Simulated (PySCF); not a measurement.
## Two-component Hartree-Fock for Tm⁵¹⁺ (thulium, charge +51)

Start: [Ar]. Calculated with PySCF 2.14 in an even-tempered Gaussian basis (18 s from 4.7 bohr⁻², ratio 2.6; 14 p from 6.2 bohr⁻², ratio 2.6; 5 d from 6.3 bohr⁻², ratio 2.8; 3 f from 100 bohr⁻², ratio 2.8): generalised Hartree-Fock with the X2C-1e Hamiltonian and a Gaussian nucleus; spin-orbit coupling (SO) screened by Boettger's factors.

```csv
spinor shell,electrons,"ε, screened SO (eV)",weight of nominal j (screened SO),"rms radius, screened SO (bohr)"
1s1/2,2,-63185.4,1.000,0.0227
2s1/2,2,-13595.3,1.000,0.0907
2p1/2,2,-13127.2,1.000,0.0773
2p3/2,4,-12124.8,1.000,0.0839
3s1/2,2,-5260.8,1.000,0.219
3p1/2,2,-5068.1,1.000,0.209
3p3/2,4,-4814.6,1.000,0.221
```

| quantity | screened SO |
| --- | --- |
| E (hartree) | -11065.70207 |
| M_J | 0 |
| ⟨J²⟩ | 0.000 |
| ⟨L²⟩ | 0.040 |
| ⟨S²⟩ | 0.040 |

Breit and QED terms are absent; they matter most for the inner s and p1/2 levels.

Densities and radii are taken from the X2C orbitals without a picture-change correction, which distorts them close to the nucleus.
